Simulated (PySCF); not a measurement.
Level of theory: TPSSh-D3(BJ)/def2-TZVP // B3LYP-D3(BJ)/def2-TZVP (PySCF). All species are isolated molecules in the gas phase. One relaxed conformer stands for a flexible species; it need not be the lowest. Delta-SCF ions had no search for a lower state. Excitations are Tamm–Dancoff values on a coarser integration grid. The basis has no diffuse functions, so Rydberg states are missing or too high.

Reference species (SMILES): `[SiH3]B([SiH3])[SiH3]` (neutral, multiplicity 1).

HOMO: -7.42 eV
LUMO: -3.55 eV
vertical ionisation energy (Delta-SCF): 9.58 eV
S1–T1 gap (TDA): 0.79 eV

After one change: the HOMO rises by 0.42 eV; the LUMO goes up by 1.62 eV; the vertical ionisation energy (Delta-SCF) decreases by 0.12 eV; the S1–T1 gap (TDA) rises by 0.34 eV.

### Question
Name the change that produced these shifts. The new species is one of these.
(A) `SB(S)S`
(B) `[SiH3]B(S)S` (S–B–S–H torsion 180°, S–B–S–H torsion 180°)
(C) `[SiH3]B([SiH3])S` (Si–B–S–H torsion 1°)

### Answer
B, `[SiH3]B(S)S` (S–B–S–H torsion 180°, S–B–S–H torsion 180°)
